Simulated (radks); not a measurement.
Q: V3+, 20 electrons, occupied as [Ar] 3d2. Method: Dirac Kohn-Sham, PBE, spin-unpolarised, spherical densities, point nucleus; open shells fill j = l - 1/2 first; computed with a radial shooting solver on a logarithmic mesh with Libxc functionals. Some entries of the table are withheld. Estimate them.

orbital  occ.  eigenvalue (hartree)  <1/r> (bohr^-1)
1s1/2       2             -198.3828            22.84
2s1/2       2             -23.42487            4.813
2p1/2       2             -19.94214            4.748
2p3/2       4             -19.68130            4.683
3s1/2       2              -3.81306            1.505
3p1/2       2              -2.86064              (1)
3p3/2       4              -2.82883              (2)
3d3/2       2                   (3)            1.090
3d5/2       0                   (4)            1.087
4s1/2       0                   (5)           0.5290
4p1/2       0              -0.80471              (6)
4p3/2       0              -0.80030              (7)

A: 
(1) 3p1/2 <1/r> (bohr^-1): 1.388
(2) 3p3/2 <1/r> (bohr^-1): 1.374
(3) 3d3/2 eigenvalue (hartree): -1.35932
(4) 3d5/2 eigenvalue (hartree): -1.35622
(5) 4s1/2 eigenvalue (hartree): -1.01987
(6) 4p1/2 <1/r> (bohr^-1): 0.4665
(7) 4p3/2 <1/r> (bohr^-1): 0.4638
